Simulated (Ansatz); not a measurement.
The same path of C$_{2}$H$_{7}$BOSi (12 atoms, charge 0, multiplicity 1) was run 3 times with different band settings. The coordinate that changes most is the dihedral H6–O1–C2–Si5.

All numbers below come from RKS B3LYP-D4/def2-SVP in Ansatz 0.2.0.

Relaxed end points:

```xyz
12
Properties=species:S:1:pos:R:3
O -1.321 0.299 1.532
C -0.105 0.264 0.813
C 0.195 -1.148 0.261
B 0.906 -0.827 -1.102
Si 0.103 1.036 -0.970
H -1.507 1.215 1.773
H 0.751 0.579 1.448
H -0.773 -1.548 -0.134
H 0.562 -1.908 0.973
H 1.603 -1.527 -1.787
H -1.213 1.199 -1.663
H 0.876 2.310 -1.111
```

```xyz
12
Properties=species:S:1:pos:R:3
O -1.093 0.534 1.748
C -0.011 0.301 0.879
C 0.131 -1.121 0.254
B 0.873 -0.786 -1.094
Si 0.209 1.124 -0.873
H -1.904 0.551 1.224
H 0.900 0.504 1.469
H -0.867 -1.434 -0.142
H 0.455 -1.937 0.923
H 1.525 -1.497 -1.811
H -1.135 1.320 -1.509
H 0.994 2.385 -1.033
```

Common settings: movable images 9; climbing image yes; optimiser quadratic models (default); start path IDPP; force threshold 0.05 eV/Å; end points relaxed.

| run | spring | iteration limit |
| --- | --- | --- |
| 1 | 5.0 eV/Å² | 38 |
| 2 | 0.1 eV/Å² | 38 |
| 3 | 5.0 eV/Å² | 10 |

What does each run give, and how far can it be trusted?

Run 1: converged after 4 iterations, highest image 0.035 eV above the first end. A vibrational analysis at the climbing image gives one clearly imaginary mode, 276i cm⁻¹: a first-order saddle point.
Run 2: converged after 4 iterations, highest image 0.035 eV above the first end. Another band between the same ends (9 images) ends at a top of the same energy, where a vibrational analysis finds 1 clearly imaginary mode.
Run 3: converged after 4 iterations, highest image 0.035 eV above the first end. Another band between the same ends (9 images) ends at a top of the same energy, where a vibrational analysis finds 1 clearly imaginary mode.
